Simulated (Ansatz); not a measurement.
Molecule: diethylaminoboronic acid, C₄H₁₂BNO₂ (charge 0, singlet). SMILES: OB(N(CC)CC)O
Coordinates optimised at B3LYP-D3(BJ)/def2-TZVP (Ansatz, a program for electronic structure):
```
N
B 1 1.4199
O 2 1.3830 1 117.34
H 3 0.9616 2 110.70 1 178.58
O 2 1.3831 3 115.24 4 -1.36
H 5 0.9574 2 115.55 3 179.19
C 1 1.4575 2 129.96 3 176.64
H 7 1.0961 1 108.41 2 -127.03
H 7 1.0983 8 105.75 1 116.43
C 1 1.4667 2 118.27 3 -1.01
H 10 1.0879 1 108.74 2 -29.42
H 10 1.0951 11 107.04 1 116.66
C 7 1.5217 8 107.45 9 115.47
H 13 1.0909 7 108.85 8 -53.64
H 13 1.0917 14 107.27 7 -121.37
H 13 1.0931 14 106.47 15 -117.46
C 10 1.5265 11 109.38 12 119.11
H 17 1.0905 10 110.08 11 58.60
H 17 1.0919 18 108.30 10 -122.34
H 17 1.0924 18 108.29 19 -116.58
```
Charge 0, spin multiplicity 1.

Property: atomisation energy (electronic, to ground-state atoms); the coupled-cluster value holds the core correlation from cc-pwCVTZ, in kcal/mol. Valence correlation only, unless marked. UHF or UKS for open shells. Spin-orbit coupling is left out. Non-relativistic. CBS(X,Y): correlation extrapolated as X^-3; Hartree-Fock from the larger set. The bracket is a focal-point correction in the basis named.

Level to compare with: RI-MP2/CBS(cc-pVTZ,cc-pVQZ)+[CCSD(T)-MP2]/cc-pVTZ plus the core term (Ansatz), 1960.9 kcal/mol. It is a level with limits of its own, and the differences hold the functionals' basis error too.

**Question.** Rank these functionals by how close they come to RI-MP2/CBS(cc-pVTZ,cc-pVQZ)+[CCSD(T)-MP2]/cc-pVTZ, closest first: BHLYP/def2-TZVPD (Ansatz); B3LYP/def2-TZVPD (Ansatz); PBE/def2-TZVPD (Ansatz).

**Answer.** PBE/def2-TZVPD (GGA, 1982.1 kcal/mol, difference 21.2), B3LYP/def2-TZVPD (global hybrid, 1936.1 kcal/mol, difference -24.8), BHLYP/def2-TZVPD (global hybrid, 1885.8 kcal/mol, difference -75.1)
